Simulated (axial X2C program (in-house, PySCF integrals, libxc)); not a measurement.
## Spin–orbit effects down a group: molecules with C (ions), PBE0

All values come from calculations with an in-house relativistic program for diatomic molecules, spin-free (one-electron X2C) or two-component (2c: spin–orbit coupling with atomic mean-field Coulomb and Gaunt terms, which also bring small scalar terms), in Dyall basis sets with cores contracted in-house; open shells are unrestricted.

Basis sets: C dyall-v3z, O dyall-av3z, S dyall-av3z, Se dyall-cv3z.

| molecule | spin-free state | Re (Å) | ωe (cm⁻¹) | De (eV) | 2c state | Re 2c (Å) | ωe 2c (cm⁻¹) | De 2c (eV) |
| --- | --- | --- | --- | --- | --- | --- | --- | --- |
| CO⁺ | M_S = 1/2, Λ = 0 | 1.106 | 2330.5 | 8.59 | Ω = 1/2 | 1.106 | 2330.4 | 8.59 |
| CS⁺ | M_S = 1/2, Λ = 0 | 1.487 | 1433.0 | 6.29 | Ω = 1/2 | 1.487 | 1432.7 | 6.29 |
| CSe⁺ | M_S = 1/2, Λ = 0 | 1.620 | 1145.0 | 4.89 | Ω = 1/2 | 1.621 | 1142.6 | 4.87 |

Task: Work out the shifts from the spin-free to the two-component result.

Result: 

```
molecule  2c state  ΔRe (Å)  Δωe (cm⁻¹)  ΔDe (eV)
     CO⁺   Ω = 1/2    0.000        -0.1      0.00
     CS⁺   Ω = 1/2    0.000        -0.3      0.00
    CSe⁺   Ω = 1/2    0.001        -2.4     -0.02
```

Shifts of one unit in the last digit are rounding.

Fragments in 2c: O + C+, S+ + C, Se+ + C. Each entry is the lowest single determinant of a limited PBE0 search at one distance. De goes to single-determinant-based atoms at the same level (for ions the charge split of lowest energy) and is withheld (n/a) where an atom does not fit its ground term or J level. Main or longest-lived isotopes. One determinant is a doubtful description, or other states lie close, for CS⁺, CSe⁺; these need not be ground states, and all values refer to the states named. Some light 2c atoms are not at their ground J level, so De misses part of their lowering (0.04 eV or less). The functionals have no current term, which raises determinants with orbital currents.
